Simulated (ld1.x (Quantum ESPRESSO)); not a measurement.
The numbers below are computed, except where a source is named.
**Potentials for Al (Z = 13) compared**

Generated with ld1.x 7.5 (TM, RRKJ, ultrasoft, PAW), atompaw 4.2 or ONCVPSP 4.0.1. The cutoff is in Ry: for ld1.x and atompaw files where the sum of valence levels is converged to 10 mRy in a Bessel basis, for ONCV files where the hardest occupied wave has 1 mHa per electron of residual kinetic energy. The error is the largest all-electron minus pseudo excitation energy over each file’s own four to seven test configurations (ionisations up to +4, promotions, holes and added fractions of an electron), all of which were solved. The labels leave out finer settings (local radius, basis sizes, second energies), which also bear on the numbers. Spin-polarised tests are not counted. The rows are a selection from randomly drawn settings: files with unsolved tests, undetermined cutoffs or missed reference levels are left out.

```tsv
potential	cutoff (Ry)	largest error (meV)	bound ghosts
ultrasoft, PW91, scalar-relativistic, rc 1.70/1.80 (sp), local smoothed, core correction no, reference 3s2 3p0.75	10	+13	none
RRKJ, PBEsol, non-relativistic, rc 2.00/1.65 (sp), local s, core correction no, reference 3s1.5 3p1.5	25	+17	none
PAW, revPBE, scalar-relativistic, rc 2.20/2.60 (sp), local smoothed, core correction yes, reference 3s1 3p0	6	-13	none
PAW, PBEsol, non-relativistic, rc 2.25/2.00/2.40 (spd), local smoothed, core correction yes, reference 3s2 3p1	6	-21	none
TM, revPBE, scalar-relativistic, rc 1.35/2.05/1.55 (spd), local d, core correction no, reference 3s2 3p0.5	35	+88	none
```

**Question.** Fill in the row for Al: TM, PW91, scalar-relativistic, rc 1.80/2.25/2.30 (spd), local d, core correction yes, reference 3s2 3p1.

**Answer.** cutoff 10 Ry, largest error +20 meV, bound ghosts: none.

**Question.** Fill in the row for Al: RRKJ, PBEsol, non-relativistic, rc 1.90/1.85/1.95 (spd), local s, core correction no, reference 3s1.5 3p0.

**Answer.** cutoff 10 Ry, largest error +6.3 meV, bound ghosts: none.

**Question.** Fill in the row for Al: TM semilocal, LDA (PZ), non-relativistic, rc 1.40/1.70 (sp), local p, core correction yes, reference 3s1 3p0.

**Answer.** cutoff 35 Ry, largest error +30 meV, bound ghosts: none.
